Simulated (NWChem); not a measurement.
# Total energies of Sb

SMILES: [Sb]
```xyz
1

Sb     0.0000     0.0000     0.0000
```
Charge 0, spin multiplicity 4.

Program: NWChem.

Basis set: def2-QZVP (82 functions).

```csv
method,total energy (Ha),relative cost
UHF,-239.27798,1
UMP2,-239.79748,under 3
UB2PLYP,-240.08019,under 3
UPBE,-240.20831,under 3
UB3LYP,-240.29468,under 3
ULDA (SVWN5),-239.83905,under 3
```

Total energies of different functionals aren't comparable as a measure of quality: only differences taken within one method are. The cost column gives rough processor time relative to UHF; each entry includes its own SCF.

Effective core potentials replace the inner electrons of Sb; spin-orbit coupling is left out. The correlated methods keep 4 core orbitals frozen. B3LYP has NWChem's definition, with VWN1-RPA local correlation. The stability of the SCF solutions was not checked. Open-shell Hartree-Fock references start from PBE0 orbitals; any time given for them includes that run.
